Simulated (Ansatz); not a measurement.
A search over several starts for the lowest SCF solution of [Te3]- (Te3⁻) at the given spin, in a small basis.

```yaml
crystal:
  periodic: [false, false, false]
  atoms:
    - {symbol: Te, position_ang: [-1.885757, -1.119350, -0.741982]}
    - {symbol: Te, position_ang: [0.304909, -0.571859, 0.724877]}
    - {symbol: Te, position_ang: [1.580858, 1.691209, 0.017116]}
basis:
  gaussian: {orbitals: def2-SVP, initial_orbitals: start.molden}
total_charge: -1
magnetization: {spin_polarized: true, initial_magnetization: 1}
hamiltonian: {xc: pbe0, dispersion: d4}
output: {orbitals: {seedname: orbitals}}
```

The file start.molden holds the orbitals of an earlier run on this structure, at another level or in another basis.

```sh
$ ansatz run in.yaml --threads 4 --pin off --events-out ev --progress --plain --max-ram 3916MiB
```

Output, abridged:

```
Functional definition: PBE0
1004 factors; integrals over basis functions are off by at most 1.6e-4 eV
mean field evaluation 1: about -21883.6903 eV, gradient 2.3e1 eV
mean field evaluation 2: about -21883.9493 eV, gradient 3.8e-1 eV
mean field evaluation 4: about -21884.0077 eV, gradient 4.2e-3 eV
mean field evaluation 8: about -21881.8450 eV, gradient 1.6e1 eV
mean field evaluation 16: about -21884.0077 eV, gradient 6.2e-3 eV
mean field evaluation 32: about -21882.8719 eV, gradient 4.5e0 eV
mean field -21884.00766522 eV, -804.2224481836 hartree, gradient 2.8e-5 eV, S^2 0.752332; 3 other end points of the search recorded, 0 dependent functions left out
reference -21884.00768640 eV, -804.2224489621 hartree; 37, 36 occupied and 41, 42 virtual orbitals, 1004 factors
Total energy: -21884.15169426 eV, -804.2277411532 hartree
```

It took 2 s on 4 threads of Arm Neoverse V2 on a shared host.

In the def2 sets Te takes a core potential; there is no spin–orbit coupling.
